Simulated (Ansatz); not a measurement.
Geometry optimisation, Ansatz 0.2.0, RKS B3LYP/def2-SVP.

Input file:

```yaml
crystal:
  periodic: [false, false, false]
  atoms:
    - { symbol: Ti, position_ang: [-0.7352, -0.5161, -0.5102] }
    - { symbol: Cl, position_ang: [2.0805, -0.8913, -0.0258] }
    - { symbol: F, position_ang: [-0.4385, -1.4927, -1.8584] }
    - { symbol: F, position_ang: [-1.3505, -1.3436, 0.8332] }
    - { symbol: F, position_ang: [-1.7236, 0.7129, -1.1242] }
    - { symbol: H, position_ang: [1.4771, 0.661, 0.5239] }
    - { symbol: O, position_ang: [0.4143, 1.3495, 0.6121] }
    - { symbol: H, position_ang: [0.276, 1.5202, 1.5494] }
basis:
  gaussian: { orbitals: def2-SVP }
hamiltonian:
  xc: b3lyp
relax:
  f_tol: 0.15
  max_steps: 25
  restrain:
    - { distance: [0, 6], at: 3.56, k: 30.0 }
    - { distance: [5, 1], at: 2.63, k: 30.0 }
    - { distance: [0, 1], at: 2.62, k: 30.0 }
    - { distance: [5, 6], at: 0.97, k: 30.0 }
```

Launched with:

```bash
$ ansatz run input.yaml --threads 2 --pin off --max-ram 3072MiB --backend cpu --events-out ev --progress --plain --runs-dir out
```

Q: Where does it end, and by what steps?

A: It converged. The restraints hold the end off the free minimum. After 12 steps the energy has fallen by 1.010 eV (the restraints' own energy left out); F3 moved furthest, 0.96 Å. Parted: Ti1–O7. Joined: H6–O7.

```json
{"step": "0", "energy less start (eV)": "0.0000", "largest force component (eV/Å)": "3.932", "accepted": "yes"}
{"step": "1", "energy less start (eV)": "0.1092", "largest force component (eV/Å)": "3.892", "accepted": "yes"}
{"step": "2", "energy less start (eV)": "0.2239", "largest force component (eV/Å)": "5.351", "accepted": "yes"}
{"step": "3", "energy less start (eV)": "0.0546", "largest force component (eV/Å)": "4.090", "accepted": "yes"}
{"step": "4", "energy less start (eV)": "-0.4942", "largest force component (eV/Å)": "2.330", "accepted": "yes"}
{"step": "5", "energy less start (eV)": "-0.7536", "largest force component (eV/Å)": "2.371", "accepted": "yes"}
{"step": "6", "energy less start (eV)": "-0.9049", "largest force component (eV/Å)": "2.431", "accepted": "yes"}
{"step": "7", "energy less start (eV)": "-0.9627", "largest force component (eV/Å)": "2.608", "accepted": "yes"}
{"step": "8", "energy less start (eV)": "-0.9695", "largest force component (eV/Å)": "2.466", "accepted": "yes"}
{"step": "9", "energy less start (eV)": "-1.0060", "largest force component (eV/Å)": "2.628", "accepted": "yes"}
{"step": "10", "energy less start (eV)": "-0.9969", "largest force component (eV/Å)": "2.548", "accepted": "no"}
{"step": "11", "energy less start (eV)": "-1.0079", "largest force component (eV/Å)": "2.567", "accepted": "yes"}
{"step": "12", "energy less start (eV)": "-1.0104", "largest force component (eV/Å)": "2.555", "accepted": "yes"}
```

```xyz
8
Properties=species:S:1:pos:R:3
Ti -0.640 -0.890 -0.828
Cl 1.880 -0.826 -0.530
F -1.001 -2.263 -1.799
F -1.453 -1.103 0.674
F -1.246 0.488 -1.656
H 1.359 1.362 0.833
O 0.557 1.770 1.194
H 0.544 1.463 2.112
```

Run time: 58 s on 2 threads of Arm Neoverse V2 (shared host), peak memory 0.3 GiB.
